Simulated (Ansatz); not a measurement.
Calculated with Ansatz (gas phase, PBE0-D4/def2-TZVP geometries, no zero-point term in ΔE). CBS: MP2 limit from def2 TZ/QZ plus the TZ coupled-cluster correction, frozen cores. This one scheme is used for every species. DFT in def2-TZVPP. B3LYP here is the variant with VWN-RPA as its local correlation; programs differ in this. Elements past krypton have def2 core potentials. For Sn outer-core shells are correlated without core-valence functions, which leaves a few kJ/mol of doubt a bond. Each species was taken in one conformer, which may not be the lowest.

Consider the ligand exchange at the Sn–O bond: `C[O][SnH2][OH]` + H₂S → `C[O][SnH2][SH]` + H₂O.

| level | ΔE (kcal/mol) |
| --- | --- |
| r2SCAN-D4 | -9.6 |
| ωB97X-V | -8.5 |
| PBE0 | -10.7 |
| B3LYP | -8.4 |

**Question.** What does CCSD(T)/CBS give? (An estimate is asked.)

**Answer.** Computed: -10.1 kcal/mol. The listed levels differ from it by 0.5, 1.6, -0.6, 1.7 kcal/mol.

Largest T1 diagnostic among the species: 0.014.

In def2-TZVPP, CCSD(T) changes the Hartree–Fock value by −1.3 kcal/mol (the triples alone add −0.3 kcal/mol) and MP2 by −2.3 kcal/mol. The D4 term adds −1.0 kcal/mol with B3LYP and −0.6 kcal/mol with PBE0; it sums over pairs of atoms, weighted by their polarisabilities, and B3LYP, whose exchange is more repulsive, gets the larger term. From PBE to PBE0 (25 % exact exchange), in def2-TZVPP and without D4, ΔE moves by −0.7 kcal/mol.
